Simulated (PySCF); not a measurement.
# NMR data sheet: C$_{8}$H$_{12}$BN

- Formula: C8H12BN
- SMILES: [BH3-][n+]1ccccc1C1CC1
- Point group of the computed structure: C1
- Carbon signals: 7
- Proton signals: 8

Bonds (- single, = double, # triple, : aromatic): B1-N2, N2:C3, C3:C4, C4:C5, C5:C6, C6:C7, C7-C8, C8-C9, C9-C10, C7:N2, C10-C8. B1 carries H11, H12, H13; C3 carries H14; C4 carries H15; C5 carries H16; C6 carries H17; C8 carries H18; C9 carries H19, H20; C10 carries H21, H22. Formal charges: B1 -1, N2 +1. H20, H22 are cis to C7 on the ring; H19, H21 are trans to C7 on the ring.

No solvent, one averaged value for each set of equivalent atoms, no relativistic terms, one conformer. Geometry from PBE0-D3(BJ)/def2-SVP; shielding tensors at PBE0/pcSseg-1 (GIAO); PySCF 2.14.

Shifts are taken against calculated references (same method and geometry level): $^{1}$H (σref 31.27), $^{13}$C (σref 184.41) vs TMS; $^{11}$B (σref 100.73) against BF3·OEt2; $^{15}$N (σref 265.67) against NH3.

| carbon | δC, type | δH (multiplicity) | HMBC from (2–3 bonds) | span of the C tensor (ppm) |
| --- | --- | --- | --- | --- |
| C3 | 155.4, CH | 9.08 (d) | H16, H15, H11/H12/H13 | 201 |
| C4 | 124.3, CH | 7.02 (m) | H14, H16, H17 | 222 |
| C5 | 143.1, CH | 7.66 (m) | H14, H15, H17 | 253 |
| C6 | 121.6, CH | 6.46 (d) | H16, H15, H18 | 226 |
| C7 | 171.2, C | – | H14, H16, H17, H18, H11/H12/H13, H19/H21, H20/H22 | 211 |
| C8 | 15.9, CH | 3.97 (m) | H17, H19/H21, H20/H22 | 86 |
| C9/C10 | 16.9, CH2 | H19 1.46 (m); H20 0.70 (m) | H18, H19/H21, H20/H22 | 65 |

Other nuclei:
```json
{"atoms": "H11/H12/H13", "nucleus": "$^{1}$H", "environment": "hydrogen on a boron bonded to N", "δ (ppm)": "3.14", "σ (ppm)": "28.13"}
{"atoms": "B1", "nucleus": "$^{11}$B", "environment": "boron bonded to N, 3 H", "δ (ppm)": "-16.6", "σ (ppm)": "117.3"}
{"atoms": "N2", "nucleus": "$^{15}$N", "environment": "donor nitrogen of a Lewis adduct", "δ (ppm)": "285.7", "σ (ppm)": "-20.0"}
```

- δC 171.2: substituted aromatic carbon next to a ring nitrogen.
- δC 155.4: aromatic CH next to a ring nitrogen; the adjacent ring nitrogen, though it donates into the ring, and the other ring atoms leave it deshielded.
- δC 143.1, 124.3, 121.6: aromatic CH.
- δC 16.9, 15.9: three-membered-ring carbon; carbons of three-membered rings are unusually shielded.
- δH 9.08: hydrogen on an aromatic CH next to a ring nitrogen; ring current plus the neighbouring ring nitrogen.

Hydrogens on boron are broadened and split by $^{11}$B (spin 3/2, 80 %) and 10B (spin 3). Shifts are as computed. Against solution values, carbons near 30 ppm lie about +2 ppm off and those near 130 ppm about +5 ppm. Of 1313 compounds with measured shifts, 239 miss one by over three times the rms of a fit or turn the order of signals round; such compounds aren't used in these exercises. Experimental scales use liquid or dissolved standards, which lie at an offset from isolated NH3 (liquid NH3: subtract about 20 ppm). Unscaled 15N shifts of sp2 nitrogen come out 20 to 40 ppm too high even then. Multiplicities follow the n + 1 count of equivalent neighbours, as no J values were calculated; m marks all less simple cases, F and P coupling included.
